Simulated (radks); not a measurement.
Task: Excited configurations of the rhenium ion Re+: one electron is placed in a higher orbital outside [Xe] 4f14 5d5. The ground configuration is [Xe] 4f14 5d5 6s1. All-electron calculation, scalar-relativistic Kohn-Sham, PBEsol, spin-polarised, spherical densities, finite nucleus; open shells are filled with parallel spins first (spin-orbit coupling, left out, can overturn this in heavy ions); Fermi nuclear charge, rms radius 5.3698 fm. Program: a radial shooting solver on a logarithmic mesh with Libxc functionals. Excitation = E - E(ground); binding = E(ion) - E, where the ion is the core of charge +2; n* = 2/sqrt(2 binding) in atomic units, and the quantum defect is n - n*.

| outer orbital | excitation (eV) | binding (eV) | n* | quantum defect | eigenvalue (eV) | <r> (bohr) |
|---|---|---|---|---|---|---|
| 5f | 13.595 | 3.656 | 3.858 | 1.142 | -2.592 | 8.236 |
| 6d | 11.719 | 5.532 | 3.136 | 2.864 | -4.110 | 6.233 |
| 7s | 10.464 | 6.787 | 2.832 | 4.168 | -5.424 | 6.346 |
| 7f | 15.448 | 1.803 | 5.494 | 1.506 | -1.411 | 20.99 |

Estimate the row for 6f.

Result: excitation (eV) 14.742; binding (eV) 2.509; n* 4.657; quantum defect 1.343; eigenvalue (eV) -1.878; <r> (bohr) 13.94. The Delta-SCF ionisation energy is 17.251 eV (NIST Atomic Spectra Database: 16.6 eV, semi-empirical). Self-interaction in the functional shifts the binding energies and quantum defects, so they are the method's values and not measured ones. Open shells are spherical and high-spin; term and fine-structure splittings are not resolved. Spin-orbit splitting is averaged out at the scalar-relativistic level.
